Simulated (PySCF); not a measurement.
Vertical excitations of a molecule C₂H₆BFO₂ from PySCF with TDA-ωB97X/def2-SVPD, as energy in eV (oscillator strength): 6.24 (0.003), 7.09 (0.000), 7.38 (0.049), 7.40 (0.000), 8.19 (0.014), 8.29 (0.048), 8.60 (0.014), 8.67 (0.007), 8.88 (0.040), 8.96 (0.006). Lowest triplet (TDA): 5.78 eV. Geometry optimised at B3LYP-D3(BJ)/def2-SVP. The values are those of a single conformer.

Task: Which molecule gave these data?
(A) OCB(O)CF
(B) OCB(F)CO
(C) COB(O)CF
(D) COB(F)CO

Result: B, OCB(F)CO
